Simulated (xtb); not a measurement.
Job for xtb: GFN2-xTB on N2-, 2S+1 = 2, a spin state set in the input, which need not be the lowest, a point of a bond scan (R = 1.218 Å). Charge -1.

```
$ xtb mol.xyz --gfn 2 --sp --chrg -1 --uhf 1
2

N      0.00000000     0.00000000     0.00000000
N      0.00000000     0.00000000     1.21769600
```

It printed:

```
[...]
           -------------------------------------------------
          |                Calculation Setup                |
           -------------------------------------------------



           -------------------------------------------------
          |                 G F N 2 - x T B                 |
           -------------------------------------------------

        Reference                      10.1021/acs.jctc.8b01176
      * Hamiltonian:
        H0-scaling (s, p, d)           1.850000    2.230000    2.230000
        zeta-weighting                 0.500000
      * Dispersion:
        s8                             2.700000
        a1                             0.520000
        a2                             5.000000
        s9                             5.000000
      * Repulsion:
        kExp                           1.500000    1.000000
        rExp                           1.000000
      * Coulomb:
        alpha                          2.000000
        third order                    shell-resolved
        anisotropic                    true
        a3                             3.000000
        a5                             4.000000
        cn-shift                       1.200000
        cn-exp                         4.000000
        max-rad                        5.000000


          ...................................................
          :                      SETUP                      :
          :.................................................:
          :  # basis functions                   8          :
          :  # atomic orbitals                   8          :
          :  # shells                            4          :
          :  # electrons                        11          :
          :  max. iterations                   250          :
          :  Hamiltonian                  GFN2-xTB          :
          :  restarted?                      false          :
          :  GBSA solvation                  false          :
          :  PC potential                    false          :
          :  electronic temp.          300.0000000     K    :
          :  accuracy                    1.0000000          :
          :  -> integral cutoff          0.2500000E+02      :
          :  -> integral neglect         0.1000000E-07      :
          :  -> SCF convergence          0.1000000E-05 Eh   :
          :  -> wf. convergence          0.1000000E-03 e    :
          :  Broyden damping             0.4000000          :
          :  net charge                         -1          :
          :  unpaired electrons                  1          :
          ...................................................

 iter      E             dE          RMSdq      gap      omega  full diag
   1     -5.9131644 -0.591316E+01  0.523E+00    0.00       0.0  T
   2     -5.9140967 -0.932388E-03  0.290E+00    0.00       1.0  T
   3     -5.9144612 -0.364498E-03  0.319E-01    0.00       1.0  T
   4     -5.9144622 -0.949599E-06  0.152E-02    0.00       4.6  T
   5     -5.9144622 -0.121199E-07  0.542E-05    0.00    1305.7  T
   6     -5.9144622 -0.174083E-12  0.110E-05    0.00    6437.2  T

   *** convergence criteria satisfied after 6 iterations ***

         #    Occupation            Energy/Eh            Energy/eV
      -------------------------------------------------------------
         1        2.0000           -0.2945457              -8.0150
         2        2.0000           -0.1788671              -4.8672
         3        2.0000           -0.1379604              -3.7541
         4        2.0000           -0.1379604              -3.7541
         5        2.0000           -0.0729311              -1.9846
         6        0.5000            0.0635259               1.7286 (HOMO)
         7        0.5000            0.0635259               1.7286 (LUMO)
         8                          0.7326136              19.9354
      -------------------------------------------------------------
                  HL-Gap            0.0000000 Eh            0.0000 eV
             Fermi-level            0.0294116 Eh            0.8003 eV

 SCC (total)                   0 d,  0 h,  0 min,  0.002 sec
 SCC setup                      ...        0 min,  0.000 sec (  5.770%)
 Dispersion                     ...        0 min,  0.000 sec (  2.560%)
 classical contributions        ...        0 min,  0.000 sec (  1.432%)
 integral evaluation            ...        0 min,  0.000 sec (  7.090%)
 iterations                     ...        0 min,  0.001 sec ( 63.865%)
 molecular gradient             ...        0 min,  0.000 sec ( 10.783%)
 printout                       ...        0 min,  0.000 sec (  7.987%)

         :::::::::::::::::::::::::::::::::::::::::::::::::::::
         ::                     SUMMARY                     ::
         :::::::::::::::::::::::::::::::::::::::::::::::::::::
         :: total energy              -5.880869392058 Eh    ::
         :: gradient norm              0.017309141613 Eh/a0 ::
         :: HOMO-LUMO gap              0.000000000000 eV    ::
         ::.................................................::
         :: SCC energy                -5.914462209359 Eh    ::
         :: -> isotropic ES            0.204083740180 Eh    ::
         :: -> anisotropic ES          0.000915547716 Eh    ::
         :: -> anisotropic XC          0.009134382768 Eh    ::
         :: -> dispersion             -0.000400233726 Eh    ::
         :: repulsion energy           0.033592817301 Eh    ::
         :: add. restraining           0.000000000000 Eh    ::
         :: total charge              -1.000000000000 e     ::
         :::::::::::::::::::::::::::::::::::::::::::::::::::::

           -------------------------------------------------
          |                Property Printout                |
           -------------------------------------------------

    * Orbital Energies and Occupations

         #    Occupation            Energy/Eh            Energy/eV
      -------------------------------------------------------------
         1        2.0000           -0.2945457              -8.0150
         2        2.0000           -0.1788671              -4.8672
         3        2.0000           -0.1379604              -3.7541
         4        2.0000           -0.1379604              -3.7541
         5        2.0000           -0.0729311              -1.9846
         6        0.5000            0.0635259               1.7286 (HOMO)
         7        0.5000            0.0635259               1.7286 (LUMO)
         8                          0.7326136              19.9354
      -------------------------------------------------------------
                  HL-Gap            0.0000000 Eh            0.0000 eV
             Fermi-level            0.0294116 Eh            0.8003 eV

     #   Z          covCN         q      C6AA      α(0)
     1   7 N        0.981    -0.500    32.786     8.238
     2   7 N        0.981    -0.500    32.786     8.238

 Mol. C6AA /au·bohr⁶  :        131.144687
 Mol. C8AA /au·bohr⁸  :       2893.157178
 Mol. α(0) /au        :         16.475325


Wiberg/Mayer (AO) data.
largest (>0.10) Wiberg bond orders for each atom

 ---------------------------------------------------------------------------
     #   Z sym  total        # sym  WBO       # sym  WBO       # sym  WBO
 ---------------------------------------------------------------------------
     1   7 N    2.250 --     2 N    2.250
     2   7 N    2.250 --     1 N    2.250
 ---------------------------------------------------------------------------

Topologies differ in total number of bonds
Writing topology from bond orders to xtbtopo.mol

molecular dipole:
                 x           y           z       tot (Debye)
 q only:        0.000       0.000      -1.151
   full:       -0.000      -0.000      -1.151       2.924
molecular quadrupole (traceless):
Note: The following floating-point exceptions are signalling: IEEE_DENORMAL
normal termination of xtb
                xx          xy          yy          xz          yz          zz
 q only:        1.324       0.000       1.324       0.000       0.000      -2.648
  q+dip:        1.738       0.000       1.738       0.000      -0.000      -3.475
   full:        2.073       0.000       2.073       0.000      -0.000      -4.147


           -------------------------------------------------
          | TOTAL ENERGY               -5.880869392058 Eh   |
          | GRADIENT NORM               0.017309141613 Eh/α |
          | HOMO-LUMO GAP               0.000000000000 eV   |
           -------------------------------------------------

------------------------------------------------------------------------
------------------------------------------------------------------------
 total:
 SCF:
```

The run finished.

Cost: roughly 0.04 core-seconds.
